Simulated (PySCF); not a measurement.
Al₂BH₃N, AlBFH₂N (calculated)

Computed with PySCF 2.14.0. Calculation on a computer-drawn molecule: the log of a Hartree-Fock and frozen-core CCSD(T) single point meant for a local Hartree-Fock minimum, with one planted fault or none, to be diagnosed. Offsets are logged minus clean, where the clean run is the same molecule without the fault. The reference is restricted for singlets and unrestricted otherwise, and also for a bond in bohr or an excited solution. Adding or removing an electron swaps singlet and doublet. The excited solution moves the top pair (singlet) or top alpha electron (doublet) to the lowest empty orbital. Highest occupied and lowest empty are orbital energies over both spins, largest force is the largest gradient component, triples share is (T) over the correlation energy, the T1 limit is 0.02 restricted and 0.045 unrestricted, electrons count all cores, a negative frequency is imaginary (commonest isotopes), and the dipole is about the centre of nuclear charge.

Common to all runs: meant charge 0; meant basis cc-pV(D+d)Z; logged SCF converged yes; logged CC converged yes; logged SCF stable within its kind yes; possible faults no fault, one electron removed, one electron added, multiplicity raised by two, geometry at a saddle point, SCF held on an excited solution, minimal basis STO-3G, one bond length entered in bohr, all coordinates scaled.

(1) 
```xyz
7
formula=Al2BH3N meant_multiplicity=2 logged_electrons=41 logged_basis_functions=89 logged_spin_squared=0.7645 logged_highest_occupied=-6.6123 logged_lowest_empty=0.2437 logged_largest_force=1.531e-05 logged_lowest_frequency=-320.25 logged_T1_diagnostic=0.020776 logged_D1_diagnostic=0.056791 logged_triples_share=0.036863 logged_dipole_magnitude=1.5693 logged_energy_HF=-564.68561 logged_energy_CCSD(T)=-565.09176 planted_fault=geometry_at_a_saddle_point HF_energy_offset_from_clean_run=3.51 CCSD(T)_energy_offset_from_clean_run=0.9793
N      2.5784    -0.1061     0.0000
B      1.4019     0.2638     0.0000
Al    -0.6291     0.8506     0.0000
Al    -2.3473    -0.9237     0.0000
H      3.5233    -0.3866     0.0000
H     -1.0861     2.3611     0.0000
H     -3.4412    -2.0590     0.0000
```

Units: logged_highest_occupied, logged_lowest_empty in eV; logged_largest_force in hartree/bohr; logged_lowest_frequency in cm⁻¹; logged_dipole_magnitude in debye; logged_energy_HF, logged_energy_CCSD(T) in hartree; HF_energy_offset_from_clean_run, CCSD(T)_energy_offset_from_clean_run in kcal/mol.

Drawn bonds:
```tsv
atom	other atom	order
1	2	2
2	3	1
3	4	1
1	5	1
3	6	1
4	7	1
```

(2) 
```xyz
6
formula=AlBFH2N meant_multiplicity=1 logged_electrons=36 logged_basis_functions=75 logged_spin_squared=2.0759 logged_highest_occupied=-6.5548 logged_lowest_empty=-2.6804 logged_largest_force=0.034248 logged_T1_diagnostic=0.045335 logged_D1_diagnostic=0.22992 logged_triples_share=0.031679 logged_dipole_magnitude=2.6434 logged_energy_HF=-421.55643 logged_energy_CCSD(T)=-422.07698 planted_fault=multiplicity_raised_by_two HF_energy_offset_from_clean_run=119.6 CCSD(T)_energy_offset_from_clean_run=123.7
N     -2.0426    -1.7162     2.3642
B     -1.7474    -1.9666     1.1963
Al    -1.2415    -2.3515    -0.8071
F     -1.1151    -3.9367    -1.2617
H     -2.2796    -1.5283     3.3029
H     -0.9738    -1.2700    -1.9074
```

Units: logged_highest_occupied, logged_lowest_empty in eV; logged_largest_force in hartree/bohr; logged_dipole_magnitude in debye; logged_energy_HF, logged_energy_CCSD(T) in hartree; HF_energy_offset_from_clean_run, CCSD(T)_energy_offset_from_clean_run in kcal/mol.

Drawn bonds:
```tsv
atom	other atom	order
1	2	2
2	3	1
3	4	1
1	5	1
3	6	1
```

Notes: T1 above single-reference limit.
